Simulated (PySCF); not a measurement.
Computed shifts of a molecule C2H9NSi, PySCF with PBE0/pcSseg-1, GIAO, gas phase, atoms alike by connectivity averaged where their shifts nearly agree, in ppm (number of nuclei): ¹³C: 43.4 (2). ¹⁵N: 10.8 (1). ²⁹Si: -41.5 (1). ¹H: 4.88 (3), 2.79 (6). References: ¹³C against TMS (σ = 186.3 ppm); ¹⁵N against NH3 (σ = 267.4 ppm); ²⁹Si against TMS (σ = 352.7 ppm); ¹H against TMS (σ = 31.56 ppm), references at their B3LYP-D3(BJ)/def2-TZVP geometries, non-relativistic. The structure is a stationary point at r2SCAN-D4/def2-SVP. The values are those of a single conformer.

Identify the compound among the candidates.
A) C[C@@H](N)[SiH3]
B) C[SiH](C)N
C) CN(C)[SiH3]
D) CN[SiH2]C

C, CN(C)[SiH3]
